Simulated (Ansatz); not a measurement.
Basis-set extrapolation for CH3ClFNOSi, SMILES `NC(=O)[SiH](F)Cl` (PBE0-D4/def2-TZVP geometry, frozen core, Ansatz 0.2.0). Multiplicity 1, RHF reference.

```json
{"": "HF", "def2-TZVPP": "-1017.077497", "def2-QZVPP": "-1017.111956"}
{"": "MP2 correlation", "def2-TZVPP": "-1.144248", "def2-QZVPP": "-1.242403"}
{"": "CCSD(T) correlation", "def2-TZVPP": "-1.221266", "def2-QZVPP": "not run"}
```

Energies in hartree. Use E(X) = E(∞) + A·exp(−7.88·√X) for Hartree–Fock and E(X) = E(∞) + B·X^(−2.97) for correlation, with X = 3 and 4, and add CCSD(T) minus MP2 of the smaller set to the MP2 limit.

Q: What is the CCSD(T) energy at the basis-set limit?

A: HF limit: -1017.111956 + (-0.034459) × 0.13774 = -1017.11670. MP2 limit: -1.242403 + (-0.098155) × 0.74074 = -1.31511. Higher-order term: -1.221266 − (-1.144248) = -0.07702. Total: -1018.50883 hartree, 551.5 kJ/mol below CCSD(T)/def2-TZVPP.
